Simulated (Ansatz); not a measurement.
A run for Ansatz (a first-principles code): U-B3LYP/cc-pVTZ on GeH2O (SMILES [OH][GeH]), a point of a bond scan (R = 1.461 Å).

Ansatz 0.2 input:
```yaml
crystal:
  periodic: [false, false, false]
  atoms:
    - {symbol: Ge, position_ang: [-0.23528061, -0.20095819, 0.24734314]}
    - {symbol: H, position_ang: [-1.29329938, -0.04864533, -0.74812880]}
    - {symbol: O, position_ang: [1.02522544, 0.68082931, -0.68889534]}
    - {symbol: H, position_ang: [0.73803318, 1.01574925, -1.54508087]}
basis:
  gaussian:
    orbitals: cc-pVTZ
hamiltonian:
  xc: {name: B3LYP}
magnetization: {spin_polarized: true, initial_magnetization: 0}
```

The head of its log:

```
WARN ansatz: RAYON_NUM_THREADS=1 ignored (pool sized by the plan → 1); use --threads N
Functional definition: B3LYP
integrals: 0.03 GiB planned
701 factors; their error is unknown
mean field: 0.39 GiB planned
mean field evaluation 1: about -58594.7426 eV, gradient 4.2e1 eV
mean field evaluation 2: about -58547.7486 eV, gradient 1.0e2 eV
```

Q: Predict the final total energy.

A: -2153.5378 hartree.
